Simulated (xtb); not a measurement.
C₃H₉ClSi, charge -1, doublet, at the geometry of the source list (a state made from the parent by changing its charge; the spin is typed, not shown lowest). Base run: GFN0-xTB (xtb).

Here is a job for xtb.
```
$ xtb mol.xyz --gfn 0 --chrg -1 --uhf 1 --json

# file mol.xyz
14

C     -0.75380000     1.60670000    -0.38300000
Si     0.15680000     0.12590000     0.39550000
C      1.63070000    -0.40330000    -0.68880000
C     -1.03810000    -1.33280000     0.66510000
Cl     0.87940000     0.70570000     2.21790000
H     -1.15930000     1.35190000    -1.35720000
H     -1.57990000     1.93560000     0.24100000
H     -0.08860000     2.45500000    -0.51560000
H      2.17510000    -1.22960000    -0.24070000
H      1.30140000    -0.72230000    -1.67280000
H      2.33400000     0.41300000    -0.82630000
H     -1.45270000    -1.68150000    -0.27560000
H     -1.86870000    -1.05060000     1.30580000
H     -0.53620000    -2.17380000     1.13480000
```

The base run was repeated with changes; each row names its change, and settings that it needs were set with it.

```tsv
change	ΔE vs base (kcal/mol)
base	0.000
etemp = 10	0.000
acc = 30	0.000
etemp = 5000	-10.50
etemp = 1000	-0.069
file = coord	0.000
```
